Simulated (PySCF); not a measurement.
A structure optimised at PBE0-D3(BJ)/def2-SVP, used in a PySCF frequency run:

```xyz
7

Mo     0.0000     0.0000    -0.2473
N      0.0000    -1.3854    -1.2470
H      0.0000    -1.8699    -2.1438
N      0.0000     1.3854    -1.2470
H      0.0000     1.8699    -2.1438
Cl     1.9475     0.0000     0.9451
Cl    -1.9475     0.0000     0.9451
```

**Question.** Write its SMILES, formula and point group.

**Answer.** [NH]=[Mo](=[NH])([Cl])[Cl], Cl₂H₂MoN₂, C2v

**Question.** What are its rotational constants (standard atomic weights)?

**Answer.** 2.7654, 1.5327, 1.2930 GHz
